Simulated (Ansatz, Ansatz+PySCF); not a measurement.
```yaml
atoms:
  - { symbol: C, position_ang: [-0.0402, -0.4599, -0.0764] }
  - { symbol: O, position_ang: [-0.0324, -0.4624, 1.1760] }
  - { symbol: N, position_ang: [0.0386, 0.6740, -0.8970] }
  - { symbol: H, position_ang: [0.0677, -1.3428, -0.6743] }
  - { symbol: H, position_ang: [0.0033, 0.5588, -1.8695] }
  - { symbol: H, position_ang: [-0.0779, 1.6167, -0.3903] }
```

Basis set: def2-SVP (spherical functions). Frozen core: 3 orbitals. Charge 0, multiplicity 1.

Computed with Ansatz (development build ahead of 0.2.0); each method stands on the lowest determinant of its kind that the runs found. Restricted open shells among the atoms or ions are ROHF, correlated in semicanonical orbitals with singles.

Task: Give the atomization energy at this shape (free ground-state atoms in the same class of orbitals less the molecule, no zero-point energy) of singlet CH3NO by RHF-MP2, RHF.

Result:

```
 method  atomization energy
RHF-MP2            23.33 eV
    RHF            16.38 eV
```

Caution: the shape is not the minimum.
